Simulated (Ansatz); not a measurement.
Input and output for GaH₆PSi (`P[SiH2][GaH2]`).

```yaml
crystal:
  periodic: [false, false, false]
  atoms:
    - {symbol: P, position_ang: [-1.664100, 1.040438, -0.879793]}
    - {symbol: Si, position_ang: [0.330598, 0.560230, -0.154306]}
    - {symbol: Ga, position_ang: [0.481284, -1.288806, 1.322449]}
    - {symbol: H, position_ang: [-1.486903, -0.235804, -1.579494]}
    - {symbol: H, position_ang: [-1.176412, 1.634485, -2.011051]}
    - {symbol: H, position_ang: [1.092813, 1.747847, 0.445518]}
    - {symbol: H, position_ang: [1.470346, 0.447079, -1.064134]}
    - {symbol: H, position_ang: [-0.076309, -2.702245, 0.779173]}
    - {symbol: H, position_ang: [0.847834, -1.238169, 2.956295]}
basis:
  gaussian: {orbitals: STO-3G}
hamiltonian: {xc: {name: r2SCAN50}, dispersion: d3bjatm}
```

```sh
$ ansatz run in.yaml --threads 2 --pin off --events-out ev --progress --plain --max-ram 4352MiB
```

Shortened log:

```
Functional definition: r2SCAN50
453 factors; integrals over basis functions are off by at most 7.6e-5 eV
mean field evaluation 1: about -68723.4388 eV, gradient 2.2e2 eV
mean field evaluation 2: about -68770.7434 eV, gradient 7.3e1 eV
mean field evaluation 4: about -68824.4568 eV, gradient 3.4e1 eV
mean field evaluation 8: about -68830.3008 eV, gradient 3.6e0 eV
mean field evaluation 16: about -68830.6511 eV, gradient 2.2e-1 eV
mean field -68830.65619387 eV, -2529.4799600302 hartree, gradient 8.1e-6 eV, S^2 0.000000; 6 other end points of the search recorded, 0 dependent functions left out
reference -68830.65619803 eV, -2529.4799601831 hartree; 33, 33 occupied and 9, 9 virtual orbitals, 453 factors
Total energy: -68830.73626984 eV, -2529.4829027681 hartree
```

Hardware: 2 threads of an Arm Neoverse V2 on a shared host. Wall time 5.5 s, peak host memory 0.13 GiB.
